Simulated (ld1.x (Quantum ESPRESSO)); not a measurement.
# phosphorus: variants of one TM potential

Base potential:

- Element: phosphorus
- Generator: ld1.x (Quantum ESPRESSO) 7.5
- Type: norm-conserving Troullier–Martins (Kleinman–Bylander form)
- Functional: PBE
- Relativity: scalar-relativistic
- Frozen core: [He]
- Valence charge: 13
- Reference configuration: 2s2 2p6 3s2 3p3
- Partial waves: 2s (bound): rc 0.45 bohr; 3d channel at 0.35 Ry: rc 0.70 bohr; 2p (bound): rc 0.75 bohr
- Local potential: the p channel
- Core correction: Bessel-smoothed model core, default radius (core density twice the valence density)

Occupied shells without a wave of their own: 3p, 3s. They enter only through the test configuration that unscreens the potential, and ld1.x also counts them in the model core charge.

Cutoffs, loose and tight: the cutoffs (Ry, on a coarse ladder) from which the occupation-weighted sum of valence levels, in a spherical-Bessel basis at the reference potential, stays within 10 and 1 mRy of its value at 400 Ry. They do not see the model core or the augmentation charge, which bear on the density cutoff. Test errors are all-electron minus pseudo excitation energies from the reference, over the configurations 2s2 2p6 3s2 3p2; 2s2 2p6 3s2 3p1; 2s2 2p6 3s2 3p0; 2s2 2p5 3s2 3p3; 2s2 2p6 3s2 3p2.5; 2s2 2p6 3s1 3p3; 2s2 2p6 3s2 3p3.3. A dash means not determined; rows that change the core or the reference have their own tests.

With those shells counted twice in exchange and correlation these files are broken, and their errors move erratically; no question is asked of them.

Cutoffs are not given where the Bessel-basis levels miss the radial ones by over 6 mRy, ghosts where they miss by over 20 mRy; a channel whose overlap is not positive is not tested.

```tsv
change	outcome	cutoff, loose	cutoff, tight	bound ghosts	largest test error (meV)
base	generated, misses its reference levels by 0.36 eV	–	–	none	+499
all radii but the core radius scaled by about 0.76 (s 0.34, p 0.56, d 0.54 bohr)	generated	–	–	not determined	-1021
all radii but the core radius scaled by about 0.88 (s 0.40, p 0.66, d 0.62 bohr)	generated, misses its reference levels by 0.16 eV	–	–	none	-390
all radii but the core radius scaled by about 1.03 (s 0.46, p 0.78, d 0.72 bohr)	generated, misses its reference levels by 0.41 eV	–	–	none	+741
all radii but the core radius scaled by about 1.09 (s 0.50, p 0.82, d 0.76 bohr)	generated, misses its reference levels by 0.53 eV	–	–	none	+1303
all radii but the core radius scaled by about 1.28 (s 0.58, p 0.96, d 0.90 bohr)	generated, misses its reference levels by 1.23 eV	over 300 Ry	over 300 Ry	none	+4306
all radii but the core radius scaled by about 1.34 (s 0.60, p 1.00, d 0.94 bohr)	generated, misses its reference levels by 1.36 eV	over 300 Ry	over 300 Ry	none	+4889
```

Reading the sweep of the scale of all radii but the core radius (base = 1) (base included, trends over the rows without a ghost): The median size of the test errors (rows with all tests solved) rises from 93.3 meV at 0.88 to 1191.0 meV at 1.34. More of the atom is replaced by a form fitted at one configuration, so other configurations suffer as the radius grows.
